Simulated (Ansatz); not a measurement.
```yaml
crystal:
  periodic: [false, false, false]
  atoms:
    - {symbol: N, position_ang: [-0.889859, 0.806433, -1.014057]}
    - {symbol: C, position_ang: [0.300396, 0.706234, -0.578918]}
    - {symbol: Si, position_ang: [0.533441, -0.636969, 0.735215]}
    - {symbol: O, position_ang: [-0.954958, -1.292852, 0.915528]}
    - {symbol: H, position_ang: [-0.996371, 1.535429, -1.721391]}
    - {symbol: H, position_ang: [1.112831, 1.350315, -0.943121]}
    - {symbol: H, position_ang: [1.033324, -0.029812, 1.996825]}
    - {symbol: H, position_ang: [1.531093, -1.635285, 0.268134]}
    - {symbol: H, position_ang: [-1.581499, -0.849794, 0.324586]}
basis:
  gaussian: {orbitals: cc-pVTZ-DK}
total_charge: 1
magnetization: {spin_polarized: true, initial_magnetization: 1}
hamiltonian: {xc: {name: PBE0}, dispersion: d4}
```

```sh
$ ansatz run in.yaml --threads 2 --pin off --events-out ev --progress --plain --max-ram 4352MiB
```

Shortened log:

```
Functional definition: PBE0
1104 factors; their error is unknown
mean field evaluation 1: about -12516.8449 eV, gradient 6.9e1 eV
mean field evaluation 2: about -12421.2728 eV, gradient 1.4e2 eV
mean field evaluation 4: about -12530.2625 eV, gradient 3.4e1 eV
mean field evaluation 8: about -12535.9503 eV, gradient 5.1e-1 eV
mean field evaluation 16: about -12535.9805 eV, gradient 7.4e-3 eV
mean field evaluation 32: about -12535.9805 eV, gradient 6.4e-5 eV
mean field -12535.98047185 eV, -460.6887851478 hartree, gradient 7.5e-6 eV, S^2 0.757714; 5 other end points of the search recorded, 0 dependent functions left out
reference -12535.98049928 eV, -460.6887861558 hartree; 20, 19 occupied and 174, 175 virtual orbitals, 1104 factors
Total energy: -12536.09466984 eV, -460.6929818465 hartree
Relativity: scalar
```

It took 21 s on 2 threads of an Arm Neoverse V2 on a shared host, with 0.68 GiB of host memory at the peak.
